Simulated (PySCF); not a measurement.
Curvature of the energy in the electron number along the 5p block

Calculated with PySCF 2.14, in aug-cc-pVTZ-DK3, spin-free X2C, aug-cc-pVTZ-PP with ECP28MDF, ECP: one orbital is emptied in steps, and each cell gives the departure of E from the straight line at half an electron, in eV (from a cubic fit). The exact functional gives zero.

```
species   orbital    LDA    PBE  r2SCAN   PBE0  BHandHLYP  LC-wPBE  wB97X   UHF
     In  5p alpha  -0.73  -0.71   -0.66  -0.51      -0.35     0.02  -0.06  0.06
     Sn  5p alpha  -0.83  -0.80   -0.74  -0.57      -0.38     0.01  -0.07  0.10
     Sb  5p alpha  -0.92  -0.89   -0.83  -0.63      -0.40    -0.01  -0.08  0.12
      I   5p beta  -1.00  -0.95   -0.87  -0.67      -0.42    -0.01  -0.16  0.20
     Xe   5p beta  -1.07  -1.03   -0.94  -0.72      -0.44    -0.04  -0.15  0.22
```

Q: How does the mean departure depend on the functional?

A: LDA -0.91 eV; PBE -0.87 eV; r2SCAN -0.81 eV; PBE0 -0.62 eV; BHandHLYP -0.40 eV; LC-wPBE 0.00 eV; wB97X -0.10 eV; UHF 0.14 eV. Semilocal functionals are convex (delocalisation error), Hartree-Fock is concave or straight, and exact exchange removes curvature roughly in proportion to its share, so among the functionals the range-separated hybrids usually come closest to zero.

No spin-orbit coupling is included.
